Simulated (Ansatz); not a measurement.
Molecule: MoCl, charge 0, multiplicity 6. The spin state was set by rule; other spins were not relaxed. 
Structure (B3LYP-D3(BJ)/def2-TZVP (Ansatz, a quantum-chemistry and plane-wave program) minimum search):
```xyz
2

Mo     0.0000     0.0000    -0.6622
Cl     0.0000     0.0000     1.6359
```
Charge 0, spin multiplicity 6.

Wanted: atomisation energy (electronic, to ground-state atoms), in kJ/mol. Valence correlation only, unless marked. Open shells are spin-unrestricted. No spin-orbit coupling. Frozen are the shells of the preceding noble gas and the d and f shells that filled before the atom's block. In def2 rows, elements after Kr have scalar-relativistic effective core potentials. The coupled-cluster limit lacks core correlation, which all-electron functionals hold. Basis-set limits of correlation are two-point, X^-3; Hartree-Fock from the larger set.

```csv
level,program,atomisation energy (kJ/mol)
SVWN5/def2-TZVPD,Ansatz,?
PBE/def2-TZVPD,Ansatz,379.4
BHLYP/def2-TZVPD,Ansatz,351.2
r2SCAN0-D4/def2-TZVPD,Ansatz + dftd4,?
HSE06/def2-TZVPD,Ansatz,362.6
B2PLYP-D4/def2-TZVPD,Ansatz + dftd4,?
CCSD/def2-SVP,Ansatz,310.8
"CCSD(T)/CBS(def2-TZVPPD,def2-QZVPPD)",Ansatz,?
```

Question: Complete the blanks.

Answer: 
- SVWN5/def2-TZVPD, atomisation energy (kJ/mol): 435.9
- r2SCAN0-D4/def2-TZVPD, atomisation energy (kJ/mol): 353.2
- B2PLYP-D4/def2-TZVPD, atomisation energy (kJ/mol): 371.0
- CCSD(T)/CBS(def2-TZVPPD,def2-QZVPPD), atomisation energy (kJ/mol): 369.6
